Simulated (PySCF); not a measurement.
## Telling isomers of C$_{7}$H$_{9}$FO apart by NMR

Non-relativistic, a single conformation, isolated molecule, averaged over atoms made equivalent by symmetry, fast rotation or ring inversion. σ from GIAO-PBE0/pcSseg-1; PBE0-D3(BJ)/def2-SVP structure; PySCF 2.14.0 with density-fitted response routines.

Chemical shifts δ = σref − σ; TMS for ¹H (31.27 ppm), ¹³C (184.41 ppm), all at this level. Splittings of carbon signals by F and P are missing where no couplings were computed. Where no couplings were computed, multiplicities follow the n + 1 count of equivalent neighbours, and m marks all less simple cases (inequivalent or close neighbours, rings, F or P nearby). Shifts are as computed. Against solution values, carbons near 30 ppm lie about +2 ppm off and those near 130 ppm about +5 ppm. Of 1309 compounds with measured shifts, 239 miss one by over three times the rms of a fit or turn the order of signals round; such compounds aren't used in these exercises.

(1) Tabulate the signals of `C=CC1(C(=O)F)CCC1`, `C#C[C@@H]1CC[C@@]1(F)OC` and their relative energies.

(2) What is the quickest way to tell C=CC1(C(=O)F)CCC1 from C#C[C@@H]1CC[C@@]1(F)OC?

Results:

(1) 
| SMILES | carbon types | δC | δH | E rel. (kcal/mol) |
| --- | --- | --- | --- | --- |
| C=CC1(C(=O)F)CCC1 | 2×C 1×CH 4×CH2 | 173.1, 147.0, 126.2, 51.8, 32.1, 18.2 | 6.05 (m, 1H), 5.67 (m, 1H), 5.57 (m, 1H), 2.47 (m, 2H), 2.12 (m, 2H), 2.06 (m, 1H), 1.70 (m, 1H) | 0.0 |
| C#C[C@@H]1CC[C@@]1(F)OC | 2×C 2×CH 2×CH2 1×CH3 | 113.5, 84.8, 79.7, 50.2, 36.3, 34.7, 21.9 | 3.41 (s, 3H), 2.80 (m, 1H), 2.20 (d, 1H), 2.19 (m, 1H), 2.04 (m, 1H), 1.89 (m, 1H), 1.80 (m, 1H) | 42.0 |

Energies are electronic energies at PBE0/pcSseg-1 on these geometries, without zero-point or thermal terms, each for the one conformer computed, which needn't be the lowest.

(2) Count the carbon signals: 6 against 7. The first has an alkene CH at 147.0 ppm, the second a terminal alkyne carbon (CH) at 79.7 ppm. Their most deshielded carbons lie at 173.1 and 113.5 ppm. In the proton spectra the most deshielded non-exchanging signals are 6.05 (m, 1H) and 3.41 (s, 3H).
